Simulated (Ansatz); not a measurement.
Question: Name a neutral molecule of C, N, Si and H with HOMO energy (PBE0/def2-TZVPP) between -7.50 and -7.20 eV and LUMO energy (PBE0/def2-TZVPP) between -1.95 and -1.65 eV (Ansatz, PBE0-D4/def2-TZVP geometry).

Answer: `N=C1N=C[SiH2]1` (-7.25 eV, -1.81 eV). Other molecules can fit too; these were computed, each in one conformer that needn't be the lowest.
